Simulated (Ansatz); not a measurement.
Reactions of C2H6O2Si2 (`O[SiH2]C#C[SiH2]O`).

Program: Ansatz. Geometries: PBE0-D4/def2-TZVP. ΔE: electronic, gas phase. CBS: MP2 limit from def2 TZ/QZ plus the TZ coupled-cluster correction, frozen cores. This one scheme is used for every species. Functionals use def2-TZVPP. B3LYP here is the variant with VWN-RPA as its local correlation; programs differ in this. For Ge outer-core shells are correlated without core-valence functions, which leaves a few kJ/mol of doubt a bond. Scalar relativity is left out up to krypton. One conformer a species, not always the lowest.

```json
{"reaction": "`O[SiH2]C#C[SiH2]O` → `O[Si]1([SiH3])C=CO1`", "PBE0-D4 (kJ/mol)": "1", "B3LYP-D4 (kJ/mol)": "38", "ωB97X-V (kJ/mol)": "18", "HF/CBS(def2) (kJ/mol)": "79", "CCSD(T)/CBS(def2) (kJ/mol)": "46"}
{"reaction": "`O[SiH2]C#C[SiH2]O` + `O[SiH](O)O` → `O[SiH2]O[SiH](O)O` + `C#C[SiH2]O`", "PBE0-D4 (kJ/mol)": "-82", "B3LYP-D4 (kJ/mol)": "-91", "ωB97X-V (kJ/mol)": "-91", "HF/CBS(def2) (kJ/mol)": "-100", "CCSD(T)/CBS(def2) (kJ/mol)": "-91"}
{"reaction": "`O[SiH2]C#C[SiH2]O` + `[OH][GeH2][OH]` → `O[SiH2][O][GeH2][OH]` + `C#C[SiH2]O`", "PBE0-D4 (kJ/mol)": "-80", "B3LYP-D4 (kJ/mol)": "-87", "ωB97X-V (kJ/mol)": "-89", "HF/CBS(def2) (kJ/mol)": "-102", "CCSD(T)/CBS(def2) (kJ/mol)": "-89"}
{"reaction": "`O[SiH2]C#C[SiH2]O` + `F[SiH3]` → `O[SiH2][SiH2]F` + `C#C[SiH2]O`", "PBE0-D4 (kJ/mol)": "50", "B3LYP-D4 (kJ/mol)": "57", "ωB97X-V (kJ/mol)": "54", "HF/CBS(def2) (kJ/mol)": "69", "CCSD(T)/CBS(def2) (kJ/mol)": "60"}
{"reaction": "`O[SiH2]C#C[SiH2]O` + `O[SiH]1C=C1` → `O[SiH2]O[SiH]1C=C1` + `C#C[SiH2]O`", "PBE0-D4 (kJ/mol)": "-74", "B3LYP-D4 (kJ/mol)": "-82", "ωB97X-V (kJ/mol)": "-82", "HF/CBS(def2) (kJ/mol)": "-97", "CCSD(T)/CBS(def2) (kJ/mol)": "-82"}
{"reaction": "`O[SiH2]C#C[SiH2]O` + `S[SiH](Cl)Cl` → `O[SiH2]S[SiH](Cl)Cl` + `C#C[SiH2]O`", "PBE0-D4 (kJ/mol)": "-42", "B3LYP-D4 (kJ/mol)": "-37", "ωB97X-V (kJ/mol)": "-39", "HF/CBS(def2) (kJ/mol)": "-21", "CCSD(T)/CBS(def2) (kJ/mol)": "-39"}
{"reaction": "`O[SiH2]C#C[SiH2]O` + `CN[SiH2]Cl` → `CN([SiH2]O)[SiH2]Cl` + `C#C[SiH2]O`", "PBE0-D4 (kJ/mol)": "-21", "B3LYP-D4 (kJ/mol)": "-24", "ωB97X-V (kJ/mol)": "-25", "HF/CBS(def2) (kJ/mol)": "-15", "CCSD(T)/CBS(def2) (kJ/mol)": "-26"}
{"reaction": "`O[SiH2]C#C[SiH2]O` + H₂ → `O[SiH2]C#C[SiH3]` + H₂O", "PBE0-D4 (kJ/mol)": "66", "B3LYP-D4 (kJ/mol)": "73", "ωB97X-V (kJ/mol)": "71", "HF/CBS(def2) (kJ/mol)": "68", "CCSD(T)/CBS(def2) (kJ/mol)": "71"}
{"reaction": "`O[SiH2]C#C[SiH2]O` + SiH₄ → `O[SiH2]C#C[SiH3]` + `O[SiH3]`", "PBE0-D4 (kJ/mol)": "10", "B3LYP-D4 (kJ/mol)": "10", "ωB97X-V (kJ/mol)": "10", "HF/CBS(def2) (kJ/mol)": "8", "CCSD(T)/CBS(def2) (kJ/mol)": "9"}
{"reaction": "`O[SiH2]C#C[SiH2]O` + H₂ → `C#C[SiH2]O` + `O[SiH3]`", "PBE0-D4 (kJ/mol)": "25", "B3LYP-D4 (kJ/mol)": "26", "ωB97X-V (kJ/mol)": "21", "HF/CBS(def2) (kJ/mol)": "5", "CCSD(T)/CBS(def2) (kJ/mol)": "25"}
```

Largest T1 diagnostic: 0.014, for `O[Si]1([SiH3])C=CO1`.
